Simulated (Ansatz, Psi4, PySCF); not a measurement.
Molecule: C5H7Si, net charge 0, doublet state. SMILES: [C]1=CCC=C1[SiH3]
Structure (B3LYP-D3(BJ)/def2-TZVP (Ansatz, a quantum-chemistry and plane-wave program) minimum search):
```xyz
13

Si     2.1127     0.0113     0.0758
C      0.2551     0.0188     0.0014
C     -0.5822    -0.9650     0.4068
C     -2.0172    -0.5749     0.1785
C     -1.9167     0.8072    -0.4322
C     -0.6178     1.0768    -0.5024
H      2.6912     0.1563    -1.2807
H      2.6074     1.1309     0.9110
H      2.5530    -1.2746     0.6644
H     -0.2864    -1.9113     0.8389
H     -2.5251    -1.2802    -0.4897
H     -2.5865    -0.5665     1.1153
H     -2.7586     1.4101    -0.7325
```
Charge 0, spin multiplicity 2.

Quantity: size of the dipole moment, in D. Set-up: no dispersion term unless named; 6-311+G** with 5d, 6d on Na to Ar in Ansatz; spin-orbit terms left out; non-relativistic; six Cartesian d functions in 6-31G* and its kin unless marked 5d; UHF or UKS for open shells. First-principles rows: single points at B3LYP-D3(BJ) geometries (Ansatz).

```json
[
 {"level": "SVWN5/6-31G*", "program": "Ansatz", "size of the dipole moment (D)": "1.95"},
 {"level": "PBE/STO-3G", "program": "Ansatz", "size of the dipole moment (D)": "0.89"},
 {"level": "B3LYP/6-31+G*", "program": "Ansatz", "size of the dipole moment (D)": "1.85"},
 {"level": "B3LYP/6-31G**", "program": "Ansatz", "size of the dipole moment (D)": "1.76"},
 {"level": "B3LYP/def2-SVP", "program": "Ansatz", "size of the dipole moment (D)": "1.80"},
 {"level": "B3LYP/cc-pVDZ", "program": "Ansatz", "size of the dipole moment (D)": "1.76"},
 {"level": "B3LYP/6-311+G**", "program": "Ansatz", "size of the dipole moment (D)": "1.84"},
 {"level": "wB97X-D/6-311+G**", "program": "Psi4", "size of the dipole moment (D)": "1.88"},
 {"level": "B3PW91/6-31G* (5d)", "program": "PySCF", "size of the dipole moment (D)": "1.82"}
]
```

No value to compare with is used here. The 9 habitual levels span 0.89 (PBE/STO-3G) to 1.95 D (SVWN5/6-31G*).

The levels are drawn from those run, B3LYP/6-31G* more often than the rest, none by its result; left out are runs that failed, that the program found above a lower state of the same kind, or whose <S^2> lies over 0.5 above the pure value.
